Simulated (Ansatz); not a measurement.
Program: Ansatz. Geometries: PBE0-D4/def2-TZVP. ΔE: electronic, gas phase. CCSD(T)/CBS is the MP2 limit (def2-TZVPP, def2-QZVPP) plus CCSD(T) − MP2 in def2-TZVPP, frozen cores. This one scheme is used for every species. DFT in def2-TZVPP. One conformer a species, not always the lowest.

Consider the ligand exchange at a B–C bond: `CB(F)OC(C)=O` + H–F → `CC(=O)OB(F)F` + CH₄.

```json
{"species": "`CB(F)OC(C)=O`", "ωB97M-V energy (Eh)": "-393.24392"}
{"species": "H–F", "ωB97M-V energy (Eh)": "-100.46072"}
{"species": "`CC(=O)OB(F)F`", "ωB97M-V energy (Eh)": "-453.26082"}
{"species": "CH₄", "ωB97M-V energy (Eh)": "-40.49280"}
```

Question: Work out ΔE.

Answer: ΔE = (-453.26082) + (-40.49280) − (-393.24392) − (-100.46072) = -0.04898 Eh = -128.6 kJ/mol. CCSD(T)/CBS gives -122.7 kJ/mol.

Largest T1 diagnostic among the species: 0.014.

The D4 term adds +5.7 kJ/mol with B3LYP and +3.3 kJ/mol with PBE0; it sums over pairs of atoms, weighted by their polarisabilities, and B3LYP, whose exchange is more repulsive, gets the larger term. In def2-TZVPP, CCSD(T) changes the Hartree–Fock value by +22.5 kJ/mol (the triples alone add +2.4 kJ/mol) and MP2 by +24.4 kJ/mol.

B3LYP here is the variant with VWN-RPA as its local correlation; programs differ in this.
